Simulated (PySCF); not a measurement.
BH5O3Si, SMILES B(O)(O[SiH3])O.

Geometry: PBE-D3(BJ)/def2-SVP. One conformer was computed; it need not be the lowest.

Method: PBE-D3(BJ)/def2-SVP run with PySCF.

Frequencies are harmonic and unscaled.

| mode | ν (cm⁻¹) | IR (km/mol) | moving atoms (share of kinetic energy) |
|---|---|---|---|
| 1 | 76 | 4.2 | O 54 %, H 38 % |
| 2 | 100 | 5.9 | H 70 %, O 29 % |
| 3 | 109 | 5.4 | O 56 %, Si 26 %, H 14 % |
| 4 | 333 | 0.0 | H 95 % |
| 5 | 389 | 24.8 | O 61 %, Si 20 %, H 13 % |
| 6 | 469 | 12.9 | O 67 %, H 19 %, B 11 % |
| 7 | 481 | 202.8 | H 86 %, O 13 % |
| 8 | 638 | 12.7 | B 73 %, H 13 %, O 13 % |
| 9 | 686 | 17.5 | H 56 %, O 25 %, Si 14 % |
| 10 | 700 | 69.2 | H 71 %, O 12 %, B 9 % |
| 11 | 741 | 29.5 | O 48 %, H 38 %, Si 14 % |
| 12 | 905 | 180.8 | H 90 %, O 10 % |
| 13 | 914 | 52.0 | H 96 % |
| 14 | 915 | 69.5 | H 96 % |
| 15 | 931 | 258.5 | H 68 %, O 27 % |
| 16 | 970 | 124.4 | H 43 %, O 42 %, Si 13 % |
| 17 | 1030 | 164.9 | O 49 %, H 46 % |
| 18 | 1387 | 331.9 | B 72 %, O 26 % |
| 19 | 1438 | 628.9 | B 70 %, O 22 %, H 8 % |
| 20 | 2167 | 73.4 | H 98 % |
| 21 | 2172 | 139.9 | H 96 % |
| 22 | 2193 | 117.1 | H 97 % |
| 23 | 3776 | 18.9 | H 94 % |
| 24 | 3789 | 72.3 | H 94 % |
